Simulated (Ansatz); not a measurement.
Z-matrix (Å, degrees):
```
C
O 1 1.368
F 1 1.363 2 104.8
O 1 1.379 2 113.5 3 -118.1
O 1 1.355 2 111.5 3 119.4
H 2 0.962 1 107.4 3 -163.4
H 4 0.963 1 108.2 2 57.4
Si 5 1.673 1 123.9 2 162.0
H 8 1.480 5 103.7 1 164.6
H 8 1.481 5 110.8 1 -77.4
H 8 1.481 5 110.7 1 45.6
```

Charge 0, multiplicity 1.

(1) List the B3LYP/def2-TZVPP orbital energies in eV (Ansatz 0.2.0). (Best estimate.)

## Answers

(1) Ansatz gave: Occupied: -1799.73, -671.83, -521.63, -521.47, -521.32, -283.48, -144.19, -99.56, -99.49, -99.48, -34.12, -30.48, -28.61, -28.27, -18.83, -16.93, -16.43, -15.44, -13.80, -12.73, -11.99, -11.78, -11.12, -10.77, -10.42, -9.91, -9.38, -9.01, -8.85. Lowest empty: -0.11, 0.80, 1.12, 1.45, 1.49, 1.86, 3.91, 4.04.

B3LYP here is the variant with VWN-RPA as its local correlation; programs differ in this.
